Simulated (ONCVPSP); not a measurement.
**Tm ONCV: all-electron and pseudo phase curves**

* Element: Tm (Z = 69)
* Generator: ONCVPSP 4.0.1
* Type: optimised norm-conserving Vanderbilt (ONCV)
* Functional: LDA (Perdew-Wang 92)
* Relativity: fully relativistic
* Frozen core: [Kr] 4d10
* Valence charge: 23
* Reference configuration: 4f13 5s2 5p6 6s1 6p1
* Partial waves: 5s+6s: rc 2.05 bohr, ncon 4, nbas 9, qcut 7.4 1/bohr, 2 projectors; 5p+6p: rc 2.20 bohr, ncon 4, nbas 7, qcut 6 1/bohr, 2 projectors; d scattering state at 0.13 Ha: rc 2.05 bohr, ncon 3, nbas 7, qcut 4.8 1/bohr, 1 projector; 4f: rc 1.10 bohr, ncon 4, nbas 8, qcut 15.9 1/bohr, 2 projectors, debl 2.7 Ha
* Local potential: polynomial inside 0.70 bohr (lpopt 5, dvloc0 2 Ha)
* Core correction: none

Open shells are filled in proportion to 2j + 1.

In the d channel the program set the typed energies aside and used 0.050 Ha (j = l + 1/2; the other j can differ).

The phase is arctan(r·R′/R) of the radial function R(r), unwrapped; energies in Ha, scanned from -4 to 5 Ha. A pole is an energy at which the radial function vanishes at the test radius. The pseudo phase is shifted by a multiple of π to meet the all-electron one at the reference energy, and phase errors are pseudo minus all-electron; the curves can meet again beyond the range given. Levels narrower than the energy grid can be missing from the lists of poles. Where the grid stepped over a known ghost or core level, its pole and its step of π were put in at the level’s energy.

Question: For each channel, where are the poles, and over which energies does the pseudopotential scatter like the atom?

Answer:

| channel | radius (bohr) | reference energy (Ha) | poles, all-electron | poles, pseudo | unbroken range about the reference energy with phases within 0.05 rad | phase error 1 Ha above the reference energy (rad) |
| --- | --- | --- | --- | --- | --- | --- |
| s | 2.08 | -0.18 | -1.79, 4.10 | -1.79, 3.99 | the whole range | -0.001 |
| p3/2 | 2.24 | -0.06 | -0.64, 4.35 | -0.64, 4.28 | the whole range | -0.001 |
| p1/2 | 2.24 | -0.08 | -0.95, 3.93 | -3.93, -0.95, 3.88 | above -3.9 | -0.000 |
| d5/2 | 2.08 | 0.05 | 1.27 | 0.80, 1.47 | below 0.7 | -3.076 |
| d3/2 | 2.08 | 0.05 | 1.20 | 0.90, 1.53 | below 0.8 | -0.614 |
| f7/2 | 1.12 | -0.16 | 0.87 | 0.87 | the whole range | +0.000 |
| f5/2 | 1.12 | -0.20 | 0.79 | 0.79 | the whole range | +0.000 |

Note: ghosts flagged at negative energy: s at -540.9 eV, p3/2 at -148.7 eV, p1/2 at -107.0 eV (a further GHOST(-) flag falls on a real empty level of the atom); GHOST(+) flagged for d5/2 at 23.2 eV, d3/2 at 27.0 eV. A true bound ghost makes a file unfit for plane-wave use.

Phases in the f7/2 channel:

| E (Ha) | all-electron | pseudo |
| --- | --- | --- |
| -3.98 | 1.129 | 1.129 |
| -3.50 | 1.083 | 1.083 |
| -3.02 | 1.020 | 1.020 |
| -2.54 | 0.927 | 0.927 |
| -2.06 | 0.777 | 0.777 |
| -1.58 | 0.504 | 0.504 |
| -1.10 | -0.021 | -0.021 |
| -0.62 | -0.715 | -0.716 |
| -0.14 | -1.172 | -1.172 |
| 0.34 | -1.413 | -1.413 |
| 0.82 | -1.558 | -1.558 |
| 1.30 | -1.661 | -1.661 |
| 1.78 | -1.745 | -1.745 |
| 2.26 | -1.823 | -1.823 |
| 2.74 | -1.904 | -1.904 |
| 3.22 | -1.997 | -1.997 |
| 3.70 | -2.111 | -2.111 |
| 4.18 | -2.264 | -2.264 |
| 4.66 | -2.479 | -2.478 |
